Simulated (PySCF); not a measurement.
The free ion Mn5+ in its d2 configuration.

Method (PySCF 2.14, density fitting): CASSCF(2,5) with orbitals averaged over all microstates of the shell, strongly contracted NEVPT2 on the averaged canonical orbitals; basis x2c-TZVPall; spin-free X2C; gas phase; spin-orbit coupling by state interaction with the mean-field operator over all roots.

CASSCF energies above the lowest CASSCF root:

```json
{"state": "3F", "CASSCF / cm⁻¹": "0"}
{"state": "1D", "CASSCF / cm⁻¹": "17943"}
{"state": "3P", "CASSCF / cm⁻¹": "21368"}
{"state": "1G", "CASSCF / cm⁻¹": "27915"}
{"state": "1S", "CASSCF / cm⁻¹": "69210"}
```

**Question.** How does dynamic correlation (SC-NEVPT2) move these states?

**Answer.** 
| state | NEVPT2 / cm⁻¹ | shift / cm⁻¹ |
| --- | --- | --- |
| 3F | 0 | 0 |
| 1D | 15648 | -2295 |
| 3P | 18286 | -3082 |
| 1G | 26066 | -1849 |
| 1S | 62505 | -6705 |

In the ligand-field fit B goes from 1425 to 1221 cm⁻¹, C goes from 5410 to 5243 cm⁻¹.
